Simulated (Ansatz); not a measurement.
## Abstraction of Cl: SiH(CH3)Cl2 + C2H5Sn → SiH(CH3)Cl + C2H5ClSn

Species: SiH(CH3)Cl2 (methyldichlorosilane), singlet; C2H5Sn `C=[CH][SnH2]`, doublet; SiH(CH3)Cl, doublet; C2H5ClSn `C=[CH][SnH2][Cl]`, singlet. A radical takes Cl: the energy is the difference in strength between the Si–Cl bond broken and the Sn–Cl bond made.

Shapes, held fixed at every level: PBE0-D4/def2-TZVP. Flexible molecules stand in one conformer, not always the lowest. Programs: Ansatz 0.2.0. The zero-point and thermal change to 298 K, harmonic and unscaled (PBE0-D4/def2-TZVP), is 0.0 kJ/mol.

(1) Estimate ΔH(298 K) of this reaction.

Answers

(1) The highest level, CCSD(T)/def2-TZVPP, gives ΔH(298 K) = +79.7 kJ/mol; the levels span +66.8 to +88.9. The column of differences is taken from that level and isn't an error. No measured value is set beside it here. Spin contamination: C2H5Sn (⟨S²⟩ up to 0.83). Open shells run unrestricted. For atoms past krypton def2 sets carry core potentials with scalar relativity. Outer-core shells of Sn are correlated, in sets that cover them unevenly.

```tsv
level	kind	ΔH(298 K) (kJ/mol)	less CCSD(T)/def2-TZVPP
MP2/def2-SVP	perturbation theory	+66.8	-12.9
HF/def2-TZVPP	Hartree–Fock	+68.5	-11.2
PBE-D4/def2-TZVPP	GGA	+75.4	-4.3
r2SCAN0-D4/def2-TZVPP	global hybrid	+79.1	-0.6
wB97M-V/def2-TZVPP	range-separated hybrid	+88.9	+9.2
wB97X-V/def2-TZVPP	range-separated hybrid	+76.8	-2.9
CCSD/def2-SVP	coupled cluster or CI	+77.3	-2.4
CCSD(T)/def2-TZVPP	coupled cluster or CI	+79.7	0.0
```
